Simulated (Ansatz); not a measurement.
Gas-phase electronic energies from Ansatz, PBE0-D4/def2-TZVP geometries. CCSD(T)/CBS adds triple-zeta CCSD(T) − MP2 to the extrapolated MP2 energy (def2 sets, frozen cores). For Ga outer-core shells are correlated without core-valence functions, which leaves a few kJ/mol of doubt a bond. Scalar relativity is left out up to krypton. One conformer a species, not always the lowest.

Reaction (redistribution): `C[Si](C)(F)S` + `N#[C][Ga]([F])[F]` → `C[Si](C)(F)C#N` + `[F][Ga]([F])[SH]`

```tsv
species	HF/CBS(def2) energy (Eh)
`C[Si](C)(F)S`	-865.98051
`N#[C][Ga]([F])[F]`	-2214.71954
`C[Si](C)(F)C#N`	-560.17453
`[F][Ga]([F])[SH]`	-2520.54550
```

**Question.** Work out ΔE.

**Answer.** ΔE = (-560.17453) + (-2520.54550) − (-865.98051) − (-2214.71954) = -0.01998 Eh = -12.5 kcal/mol. CCSD(T)/CBS gives -11.7 kcal/mol.

**Question.** What do rigid-rotor, harmonic-oscillator terms from PBE0-D4/def2-TZVP frequencies (298.15 K, 1 bar) make of the CCSD(T)/CBS value? (An estimate is asked.)

**Answer.** The calculation gave: ΔZPE = +0.5 kcal/mol, ΔH = -11.4 kcal/mol, ΔS = -3 J/(mol·K), ΔG = -11.2 kcal/mol.

Largest T1 diagnostic among the species: 0.015.

Leaving LDA and LC-ωPBE aside and taking each functional with its dispersion term where it has one, the values, not all of them listed here, spread over 1.4 kcal/mol, from BHLYP-D4 to revPBE-D4. In def2-TZVPP, CCSD(T) changes the Hartree–Fock value by +1.9 kcal/mol (the triples alone add +0.2 kcal/mol) and MP2 by +2.0 kcal/mol.
